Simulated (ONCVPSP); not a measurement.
**Before and after: ONCV potential for manganese**

- Element: Mn
- Generator: ONCVPSP 4.0.1
- Type: optimised norm-conserving Vanderbilt (ONCV)
- Functional: PBE
- Relativity: scalar-relativistic
- Frozen core: [Ne]
- Valence charge: 15
- Reference configuration: 3s2 3p6 3d5.5 4s1.5
- Partial waves: 3s+4s: rc 1.25 bohr, ncon 4, nbas 9, qcut 12.4 1/bohr, 2 projectors; 3p: rc 1.35 bohr, ncon 4, nbas 8, qcut 9.4 1/bohr, 2 projectors, debl 1.1 Ha; 3d: rc 1.90 bohr, ncon 5, nbas 10, qcut 9.9 1/bohr, 1 projector
- Local potential: polynomial inside 1.25 bohr (lpopt 5, dvloc0 1 Ha)
- Core correction: polynomial model core, fcfact 0.65

In the p channel the program set the typed energies aside and used -1.923, 0.250 Ha.

Change: p: rc 0.92; local potential polynomial inside 0.92 bohr (lpopt 5, dvloc0 1 Ha).

Cutoffs: the cutoffs (Ha) at which the residual kinetic energy of the hardest occupied pseudo-wave falls to 1 and 0.1 mHa per electron; they do not see the model core or the augmentation charge, which bear on the density cutoff. Errors are all-electron minus pseudo energies relative to the spin-unpolarised reference configuration.

Problem. Predict the effect on cutoff, ghosts and configuration errors.

Solution. The potential gets harder (44 Ha and 53 Ha → 44 Ha and 191 Ha); of the 4 tests that both files solve, the error grows in 0 and shrinks in 1 by more than 15 % and 0.3 meV (median size 7.3 → 7.1 meV); neither file shows a bound ghost. A smaller radius makes the pseudo-wave follow the all-electron one further in, where it bends more sharply, so more plane waves are needed.

```csv
quantity,base,changed
"cutoff, loose",44 Ha,44 Ha
"cutoff, tight",53 Ha,191 Ha
bound ghosts,none,none
GHOST(+) flags under 300 eV,none,none
"error for 3s2 3p6 3d5 4s2, meV [ΔE 0.48 eV]",+6.0,+6.4
"error for 3s2 3p6 3d5 4s1, meV [ΔE 8.90 eV]",-1.2,-0.7
"error for 3s2 3p6 3d5 4s0, meV [ΔE 24.50 eV]",-8.5,-7.8
"error for 3s1 3p6 3d5 4s2, meV [ΔE 93.99 eV]",-297,-291
s: phases at 1.27 bohr within 0.05 rad from the reference energy up to (Ha; the scan ends near 5),to the end of the scan,to the end of the scan
d: phases at 1.92 bohr within 0.05 rad from the reference energy up to (Ha; the scan ends near 5),0.8,0.8
"rms error of d²Exc/dni dnj with the model core, mHa",0.65,0.65
```
